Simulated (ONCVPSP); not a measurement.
# What one change does to a pseudopotential (cobalt, ONCV)

ONCVPSP 4.0.1 input, shortened (lines: element, Z, core and valence counts, functional; n l f; lmax; l rc ep ncon nbas qcut; lloc lpopt rc5 dvloc0; l nproj debl; icmod fcfact rcfact), LDA (Perdew-Wang 92), scalar-relativistic:

```
  Co 27.00    3    3  -001012      upf
    1    0    2.00
    2    0    2.00
    2    1    6.00
    3    0    2.00
    3    1    6.00
    3    2    6.00
    3
    0    1.10    0.00    4    9   13.80
    1    0.95    0.00    5    9   15.10
    2    1.55    0.00    3    7   12.30
    3    1.30    0.28    3    6    9.60
    4    1    0.75    0.00
    0    2    2.50
    1    2    0.60
    2    2    2.60
    3    2    3.30
    3    5.00    1.15
```

In the s channel the program set the typed energies aside and used -5.155, 0.250 Ha. In the p channel the program set the typed energies aside and used -3.811, 0.250 Ha.

All-electron outer shells of the reference configuration (LDA (PZ), scalar-relativistic, ld1.x):

```
shell  level (eV)  outermost node (bohr)  outermost maximum (bohr)
   3s     -140.26                   0.31                      0.66
   3p     -103.69                   0.28                      0.67
   3d      -45.48                      –                      0.65
```

Change: s: qcut 9.2.

Cutoffs: the cutoffs (Ha) at which the residual kinetic energy of the hardest occupied pseudo-wave falls to 1 and 0.1 mHa per electron; they do not see the model core or the augmentation charge, which bear on the density cutoff. Errors are all-electron minus pseudo energies relative to the spin-unpolarised reference configuration.

How do hardness, ghosts and transferability respond?

The potential gets neither clearly harder nor softer (75 Ha and 93 Ha → 75 Ha and 93 Ha); the p channel sets the loose cutoff, while the largest relative change is in s, which becomes softer; of the 4 tests that both files solve, the error grows in 1 and shrinks in 0 by more than 15 % and 0.3 meV (median size 48.8 → 49.0 meV); neither file shows a bound ghost.

| quantity | base | changed |
| --- | --- | --- |
| cutoff, loose | 75 Ha | 75 Ha |
| cutoff, tight | 93 Ha | 93 Ha |
| loose cutoff by channel | s 57 Ha, p 75 Ha, d 50 Ha | s 36 Ha, p 75 Ha, d 50 Ha |
| bound ghosts | none | none |
| GHOST(+) flags under 300 eV | none | none |
| error for 3s2 3p6 3d7 4s2, meV [ΔE -62.56 eV] | +26 | +25 |
| error for 3s2 3p6 3d7 4s1, meV [ΔE -53.27 eV] | +38 | +38 |
| error for 3s2 3p6 3d7, meV [ΔE -36.19 eV] | +60 | +60 |
| error for 3s1 3p6 3d7 4s2, meV [ΔE 47.44 eV] | -116 | -185 |
| s: phases at 1.12 bohr within 0.05 rad from the reference energy up to (Ha; the scan ends near 5) | to the end of the scan | to the end of the scan |
| p: phases at 0.96 bohr within 0.05 rad from the reference energy up to (Ha; the scan ends near 5) | to the end of the scan | to the end of the scan |
| d: phases at 1.57 bohr within 0.05 rad from the reference energy up to (Ha; the scan ends near 5) | to the end of the scan | to the end of the scan |
| f: phases at 1.32 bohr within 0.05 rad from the reference energy up to (Ha; the scan ends near 5) | to the end of the scan | to the end of the scan |
| rms error of d²Exc/dni dnj with the model core, mHa | 2.10 | 1.78 |
